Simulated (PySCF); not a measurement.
# Radial density of Ag⁺ (silver, charge +1)

UHF, [Kr] 4d10, closed-shell 1S. Calculation: PySCF 2.14, in x2c-SVPall (6s5p5d1f, 53 functions); the spin-free X2C one-electron Hamiltonian (Gaussian nucleus).

```csv
r (bohr),4πr²ρ (e/bohr)
0.0260,59.02
0.0437,51.04
0.0734,68.61
0.124,68.60
0.208,51.70
0.349,54.87
0.588,17.33
0.989,18.38
1.66,5.890
2.80,0.6294
4.71,0.009859
7.91,2.376e-05
```

Densities and radii are taken from the X2C orbitals without a picture-change correction, which distorts them close to the nucleus.
